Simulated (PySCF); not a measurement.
**How methods differ on the excitation energy of Al(2+)**

Al(2+) [Ne] 3s1 (2S) → Al(2+) [Ne] 3p1 (2P), as a difference of total energies. All numbers are calculated (PySCF 2.14, scalar relativity by spin-free X2C-1e, in x2c-QZVPPall (9s6p4d2f1g, 70 functions)). Correlated levels: valence and next inner shell: 1s2 frozen. The calculations carry no spin-orbit coupling.

```
                                method  excitation energy (eV)
                                   UHF                   6.564
                                   LDA                   6.343
                                   PBE                   6.192
                                  PBE0                   6.288
                                r2SCAN                   6.166
                                revPBE                   6.096
                               r2SCAN0                   6.304
                                   M06                   6.049
                               wB97M-V                   6.471
                                  ROHF                   6.564
    MP2 (valence and next inner shell)                   6.693
SCS-MP2 (valence and next inner shell)                   6.665
```

Task: How much does correlation contribute at MP2 (valence and next inner shell)?

Result: 6.693 − (6.564) = 0.129 eV, measured against UHF.

A first-order spin-orbit estimate (lowest level to lowest level, LS coupling) adds -0.016 eV.

The basis was made for the ground configuration and has no added diffuse functions, so the excitation energy can come out too high.
